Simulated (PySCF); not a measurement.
Structure with atom numbers: `[CH3:1][CH2:2]/[CH:3]=[CH:4]\[C:5](=[O:6])[F:7]` (H(Xn): hydrogen on atom n).

[PySCF 2.14: PBE0/pcSseg-1 with gauge-including orbitals; J couplings at B3LYP/pcJ-1 (spin–dipole term only in couplings to heteroatoms); geometry from GFN2-xTB; no relativistic terms; isolated molecule; averaged over atoms made equivalent by symmetry, fast rotation or ring inversion; single conformer]

Scale: $^{1}$H (31.72 ppm) against TMS (reference shieldings calculated alike).

The spectrum was simulated from the full spin Hamiltonian at 400 MHz with 0.8 Hz Lorentzian lines, from shifts rounded to 0.01 ppm and J to 0.1 Hz, couplings under 1 Hz left out.

Q: List the maxima of its $^{1}$H spectrum with integrals.

A: 
Maxima in ppm (height), grouped by integral:
1H: 7.142 (4), 7.128 (8), 7.118 (4), 7.112 (7), 7.103 (9), 7.097 (9), 7.088 (7), 7.082 (5), 7.073 (9), 7.058 (4)
1H: 6.052 (4), 6.043 (9), 6.037 (5), 6.034 (5), 6.027 (9), 6.021 (5), 6.018 (5), 6.012 (9), 6.006 (5), 6.003 (5), 5.997 (8), 5.987 (4)
2H: 3.043 (4), 3.034 (4), 3.028 (5), 3.022 (13), 3.019 (6), 3.013 (13), 3.008 (13), 3.002 (14), 2.998 (14), 2.993 (14), 2.987 (13), 2.981 (6), 2.978 (13), 2.972 (5), 2.967 (5), 2.957 (4)
3H: 1.250 (51), 1.230 (100), 1.209 (49)

Q: Summarise it as multiplets with assignments.

A: $^{1}$H NMR (400 MHz, computed): δ 7.10 (ddt, J = 12.2, 9.7, 5.9 Hz, 1H, H(C3)), 6.02 (ddt, J = 12.2, 6.2, 3.7 Hz, 1H, H(C4)), 3.00 (qdd, J = 8.2, 5.9, 3.7 Hz, 2H, H(C2)), 1.23 (t, J = 8.2 Hz, 3H, H(C1)). These are first-order names; overlap and second-order distortion can hide them in the list.

Splittings below 1 Hz are ignored in the labels, and close J values are merged. Unscaled 3J(H,H) at this level run about 10 % above measured values. Couplings across =CH–CH2 type bonds come from one rotamer and its mirror image, and can be 1–2 Hz further off.
